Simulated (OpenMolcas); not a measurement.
# Computed transition rates of S⁴⁺

```
Program             : OpenMolcas 26.06
Method              : CASSCF
Basis               : ANO-RCC [8s7p5d4f2g]
Scalar Hamiltonian  : DKH2, point nucleus
Active space        : 2 electrons in 8 orbitals (3s 3p 4s 4p)
State averaging     : 2S+1 = 3 even, 3 roots; 2S+1 = 1 even, 7 roots; 2S+1 = 3 odd, 3 roots; 2S+1 = 1 odd, 3 roots
Spin-orbit coupling : state interaction with AMFI integrals over the reference wave functions, term energies averaged over their components
```

Rates come from the transition moments of the reference wave functions (E1 and E2 in the length form). At fixed line strength A goes as λ^-3 for E1 and M1 and as λ^-5 for E2, so a rate at the computed wavelength can be rescaled to the measured one. Measured vacuum wavelengths follow from level energies in NIST levels in Podobedova, Kelleher and Wiese, J. Phys. Chem. Ref. Data 38, 171 (2009); Martin, Zalubas and Musgrove, J. Phys. Chem. Ref. Data 19, 821 (1990). Branching counts decays inside the model space alone, at computed energies, and the table is only a selection of the E1 lines, drawn from those between levels with measured partners whose computed energy lies within a factor of 1.5 of the measured one.

```json
{"Upper": "3p2 1D2", "Lower": "3s 3p 1P* 1", "Type": "E1", "λ computed (nm)": "130.4", "λ measured (nm)": "150.2", "A computed (s-1)": "1.41e+09", "A rescaled (s-1)": "9.23e+08", "Branching %": "99.6"}
{"Upper": "3p2 1S0", "Lower": "3s 3p 1P* 1", "Type": "E1", "λ computed (nm)": "91.89", "λ measured (nm)": "92.42", "A computed (s-1)": "7.58e+09", "A rescaled (s-1)": "7.45e+09", "Branching %": "100.0"}
{"Upper": "3p2 3P1", "Lower": "3s 3p 3P* 2", "Type": "E1", "λ computed (nm)": "84.9", "λ measured (nm)": "86.05", "A computed (s-1)": "2.10e+09", "A rescaled (s-1)": "2.02e+09", "Branching %": "41.1"}
{"Upper": "3p2 3P0", "Lower": "3s 3p 3P* 1", "Type": "E1", "λ computed (nm)": "84.66", "λ measured (nm)": "85.78", "A computed (s-1)": "5.09e+09", "A rescaled (s-1)": "4.89e+09", "Branching %": "100.0"}
{"Upper": "3p2 3P2", "Lower": "3s 3p 3P* 2", "Type": "E1", "λ computed (nm)": "84.43", "λ measured (nm)": "85.48", "A computed (s-1)": "3.84e+09", "A rescaled (s-1)": "3.70e+09", "Branching %": "74.6"}
{"Upper": "3p2 3P1", "Lower": "3s 3p 3P* 1", "Type": "E1", "λ computed (nm)": "84.41", "λ measured (nm)": "85.49", "A computed (s-1)": "1.28e+09", "A rescaled (s-1)": "1.23e+09", "Branching %": "25.1"}
{"Upper": "3p2 3P1", "Lower": "3s 3p 3P* 0", "Type": "E1", "λ computed (nm)": "84.17", "λ measured (nm)": "85.22", "A computed (s-1)": "1.73e+09", "A rescaled (s-1)": "1.67e+09", "Branching %": "33.8"}
{"Upper": "3p2 3P2", "Lower": "3s 3p 3P* 1", "Type": "E1", "λ computed (nm)": "83.94", "λ measured (nm)": "84.92", "A computed (s-1)": "1.30e+09", "A rescaled (s-1)": "1.26e+09", "Branching %": "25.3"}
```

The largest correction is for 3p2 1D2 → 3s 3p 1P* 1 (E1): 1.41e+09 × (130.4 / 150.2)^3 = 9.23e+08 s-1, a factor of 0.65.

The computed rate and branching of 3p2 3P0 → 3s 3p 3P* 1 give the upper level a radiative lifetime of 1.000 / 5.09e+09 s-1 = 1.96e-10 s, counting decays inside the model space alone. The rescaled rate gives about 2.0e-10 s.

The computed order of these levels differs from the measured one in 1 place, and where term gaps are wrong the rates of spin-changing lines can be off by large factors.

No measured rate stands beside these. Rescaling mends the energy factor alone: line strengths can still be far off where a level mixes with configurations outside the active space, and weak or spin-changing lines hang on small mixing coefficients that depend on the term gaps too, so rescaling need not improve them.

Active for correlation alone: 4p 4s; no level in the range computed is led by a configuration that fills them, so any true level of that kind is missing. The ¹D term of p² mixes with s d, which this space lacks. Computed and measured levels are paired by configuration, term and J; levels that our copy of the source lacks, or whose pairing is in doubt (as where it misses far off the trend of its configuration), stay unpaired. Levels of configurations outside the active space are missing.

* marks odd parity.
